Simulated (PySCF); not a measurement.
A structure optimised at B3LYP-D3(BJ)/def2-SVP, used in a PySCF frequency run:

```xyz
14

C     -1.8084    -1.5380     0.4913
C     -1.1851    -0.1950     0.9013
Si     0.3343     0.2766    -0.0713
N      1.5360    -0.9276     0.0479
O      1.0491     1.7004     0.3958
F     -0.1831     0.5389    -1.6090
H     -1.1143    -2.3772     0.6653
H     -2.0748    -1.5453    -0.5778
H     -2.7244    -1.7550     1.0638
H     -0.9177    -0.2020     1.9721
H     -1.9241     0.6166     0.7777
H      1.3106    -1.9155     0.0341
H      2.4881    -0.7486    -0.2532
H      0.7408     2.4924    -0.0592
```

**Question.** Write its SMILES and formula.

**Answer.** CC[Si@](N)(O)F, C₂H₈FNOSi

**Question.** What are its rotational constants (standard atomic weights)?

**Answer.** 3.6589, 2.0312, 1.9344 GHz
